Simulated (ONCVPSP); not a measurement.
**nitrogen: variants of one ONCV potential**

Base potential:

| Item | Value |
| --- | --- |
| Element | N |
| Generator | ONCVPSP 4.0.1 |
| Type | optimised norm-conserving Vanderbilt (ONCV) |
| Functional | Wu-Cohen |
| Relativity | scalar-relativistic |
| Frozen core | [He] |
| Valence charge | 5 |
| Reference configuration | 2s2 2p3 |
| Partial waves | 2s: rc 1.00 bohr, ncon 4, nbas 7, qcut 7.9 1/bohr, 2 projectors, debl 2.9 Ha; 2p: rc 2.35 bohr, ncon 4, nbas 8, qcut 6.8 1/bohr, 2 projectors, debl 2.9 Ha; d scattering state at 0.25 Ha: rc 1.90 bohr, ncon 3, nbas 7, qcut 4.4 1/bohr, 2 projectors, debl 3.3 Ha |
| Local potential | polynomial inside 0.75 bohr (lpopt 5, dvloc0 3 Ha) |
| Core correction | none |

All-electron outer shells of the reference configuration (Wu-Cohen, scalar-relativistic, ld1.x):

| shell | level (eV) | outermost node (bohr) | outermost maximum (bohr) |
| --- | --- | --- | --- |
| 1s | -383.97 | – | 0.15 |
| 2s | -18.47 | 0.32 | 1.02 |
| 2p | -7.05 | – | 0.97 |

Cutoffs, loose and tight: the cutoffs (Ha) at which the residual kinetic energy of the hardest occupied pseudo-wave falls to 1 and 0.1 mHa per electron. They do not see the model core or the augmentation charge, which bear on the density cutoff. Test errors are all-electron minus pseudo excitation energies from the reference, over the configurations 2s2 2p2; 2s2 2p1; 2s2 2p0; 2s0 2p5. A dash means not determined; rows that change the core or the reference have their own tests.

| change | outcome | cutoff, loose | cutoff, tight | bound ghosts | GHOST(+) flags above zero | largest test error (meV) |
| --- | --- | --- | --- | --- | --- | --- |
| base | generated | 28 Ha | 63 Ha | none | d | +2522 |
| all radii scaled by about 0.79 (s 0.80, p 1.86, d 1.50 bohr); local potential polynomial inside 0.60 bohr (lpopt 5, dvloc0 3 Ha) | generated | 29 Ha | 58 Ha | none | d | +1423 |
| all radii scaled by about 0.86 (s 0.86, p 2.02, d 1.62 bohr); local potential polynomial inside 0.64 bohr (lpopt 5, dvloc0 3 Ha) | generated | 30 Ha | 65 Ha | none | d | +1747 |
| all radii scaled by about 0.94 (s 0.94, p 2.20, d 1.78 bohr); local potential polynomial inside 0.70 bohr (lpopt 5, dvloc0 3 Ha) | generated | 29 Ha | 88 Ha | none | d | +2150 |
| all radii scaled by about 1.15 (s 1.14, p 2.70, d 2.18 bohr); local potential polynomial inside 0.86 bohr (lpopt 5, dvloc0 3 Ha) | generated | 25 Ha | 32 Ha | none | d | +3429 |
| all radii scaled by about 1.25 (s 1.26, p 2.94, d 2.38 bohr); local potential polynomial inside 0.94 bohr (lpopt 5, dvloc0 3 Ha) | generated | 22 Ha | 28 Ha | none | d | +4327 |
| all radii scaled by about 1.31 (s 1.32, p 3.08, d 2.50 bohr); local potential polynomial inside 0.98 bohr (lpopt 5, dvloc0 3 Ha) | generated | 21 Ha | 27 Ha | none | none | +4381 |

(1) What comes out with this change to the base: all radii scaled by about 1.08 (s 1.08, p 2.54, d 2.06 bohr); local potential polynomial inside 0.82 bohr (lpopt 5, dvloc0 3 Ha)?

Answers

(1) outcome: generated; cutoff, loose: 26 Ha; cutoff, tight: 47 Ha; bound ghosts: none; GHOST(+) flags above zero: d; largest test error (meV): +2993.

Reading the sweep of the scale of all radii (base = 1) (base included, trends over the rows without a ghost): The loose cutoff falls from 29 Ha at 0.79 to 21 Ha at 1.31. A larger radius leaves more room for a smooth pseudo-wave, so fewer plane waves are needed; a smaller one forces it to follow the all-electron wave where it bends sharply. The median size of the test errors (rows with all tests solved) rises from 211.3 meV at 0.79 to 738.0 meV at 1.31. More of the atom is replaced by a form fitted at one configuration, so other configurations suffer as the radius grows.
